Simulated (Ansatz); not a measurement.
Pulling the pair apart

The pair of K⁺ (SMILES [K+], atom 1) and H2O2 (SMILES OO, atoms 2–5), both closed shells, in one local arrangement (a lower one may exist), relaxed at PBE0-D4/def2-TZVP:

```
5
angstrom
K 0.0532 -0.2253 -2.3510
O 0.5420 -0.4258 0.3215
O -0.5541 0.4768 0.2102
H 0.2581 -1.0310 1.0231
H -0.2993 1.2054 0.7961
```

H2O2 is shifted rigidly along the line between the mean atom positions of the two fragments (negative: closer). Counterpoise interaction energies in kJ/mol. Computed with Ansatz 0.2.0 (basis: def2-TZVPPD); correlated methods freeze the cores. The outer core shell of Li, Na, Mg and K is correlated. The def2 sets are not built for correlating such inner shells, so the correlated values are less sure here. B3LYP uses VWN-RPA correlation.

| shift (Å) | HF | B3LYP-D4 | PBE-D4 |
| --- | --- | --- | --- |
| -0.27 | -57.1 | -64.7 | -63.4 |
| -0.14 | -69.0 | -74.8 | -73.4 |
| 0.00 | -73.2 | -77.7 | -76.4 |
| 0.14 | -72.9 | -76.6 | -75.5 |
| 0.33 | -69.0 | -71.8 | -70.9 |
| 0.68 | -58.4 | -66.8 | -63.5 |
| 1.36 | -41.1 | -47.0 | -44.2 |
| 2.72 | -23.0 | -23.6 | -22.6 |

(1) What does CCSD(T) give at these shifts? (An estimate is asked for; the value comes from the calculation.)

No T1 diagnostic of these runs exceeds 0.010.

Answers

(1) By the calculation: -60.1, -71.3, -74.8, -74.1, -69.6, -58.1, -40.0, -21.8 kJ/mol. For zero shift, CCSD(T) at an estimated basis limit (MP2 extrapolated from triple and quadruple zeta, plus CCSD(T) − MP2 in triple zeta) gives -79.5 kJ/mol. These are counterpoise interaction energies, counted from the two frozen fragments.

For scale, one of the runs: CCSD(T)/def2-TZVPPD, 150 basis functions, launched by `ansatz run in.yaml --threads 2 --pin off --events-out ev --progress --plain --max-ram 5222MiB`. Hardware: 2 CPU threads of an Arm Neoverse V2, shared host. Wall time 19 s; peak host memory 1 GiB.
